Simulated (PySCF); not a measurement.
Hf(Cl)2(OSiH3) (Cl2H3HfOSi), SMILES [SiH3][O][Hf+]([Cl])[Cl], charge +1, multiplicity 1.

The structure is a stationary point at B3LYP-D3(BJ)/def2-SVP. The multiplicity is an assumed one; no other spin state was optimised. The isomer is the one that the SMILES or the coordinates give; other isomers of the formula were not compared. The def2 effective core potentials stand for the cores of Hf; spin–orbit coupling is left out. Other conformers were not sampled.

Calculation: PBE/def2-TZVP (PySCF).

Isolated molecule, no solvent.

Computed frontier levels, gap, dipole moment and polarisability:
```json
{
 "highest_occupied_level": "-12.16 eV",
 "lowest_empty_level": "-9.03 eV",
 "orbital_gap": "3.13 eV",
 "dipole_moment_about_the_centre_of_nuclear_charge": "0.795 e·Å",
 "mean_static_polarisability": "89.5 bohr³ (13.27 Å³)",
 "polarisability_principal_values": "64.9, 97.6, 106.2 bohr³"
}
```
